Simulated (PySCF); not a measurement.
Spectrum to structure. Level of theory: TDDFT PBE0/def2-SVPD, vertical, gas phase, core orbitals frozen in the response (PySCF 2.14.0, density-fitted response routines). Geometries: GFN2-xTB, one conformer each.

```csv
state,E (eV),f
S1,5.27,0.084
S2,5.41,0.0053
S3,6.06,0.010
S4,6.18,0.044
S5,6.25,0.0024
S6,6.44,0.114
S7,6.55,0.018
S8,6.58,0.030
```

Triplets computed (Tamm–Dancoff): 4.56, 4.77, 5.04 eV.

Orbital energies (eV): HOMO-3 -9.52, HOMO-2 -8.48, HOMO-1 -8.26, HOMO -7.32, LUMO -0.93, LUMO+1 -0.68, LUMO+2 0.07.

**Question.** Which structure fits? All have the formula C2H8O2Si3.
A. `C#C[SiH2]O[SiH2][SiH2]O`
B. `C#C[SiH2][Si@@H](O)O[SiH3]`
C. `O=C[Si@@H]1O[SiH2]C[SiH2]1`
D. `C#C[SiH2][Si](O)(O)[SiH3]`

**Answer.** D. Its S1 lies at 5.27 eV; the nearest of the others has S1 at 5.69 eV. S1 is HOMO→LUMO (95%). Löwdin shares by element: HOMO silicon 50%, oxygen 11% or more (atoms not listed hold the other 39%); LUMO silicon 64%, hydrogen 8% or more (atoms not listed hold the other 28%). At the same level the other candidates give, for their lowest levels:
- `O=C[Si@@H]1O[SiH2]C[SiH2]1`: 3.11 eV (f 0.004); 5.23 eV (f 0.008); 5.51 eV (f 0.019); 5.71 eV (f 0.087); 6.15 eV (f 0.001); T1 2.39 eV; HOMO -6.98, LUMO -1.77 eV
- `C#C[SiH2][Si@@H](O)O[SiH3]`: 5.90 eV (f 0.009); 6.12 eV (f 0.013); 6.22 eV (f 0.006); 6.51 eV (f 0.022); 6.56 eV (f 0.014); T1 4.93 eV; HOMO -7.78, LUMO -0.56 eV
- `C#C[SiH2]O[SiH2][SiH2]O`: 5.69 eV (f 0.017); 5.92 eV (f 0.001); 6.27 eV (f 0.010); 6.31 eV (f 0.001); 6.43 eV (f 0.001); T1 4.94 eV; HOMO -7.95, LUMO -1.03 eV

Conformer computed: `[CH:1]#[C:2][SiH2:3][Si:4]([OH:5])([OH:6])[SiH3:7]`: C2–Si3–Si4–O5 178°, H–O5–Si4–Si3 -139°, H–O6–Si4–Si3 -67°.
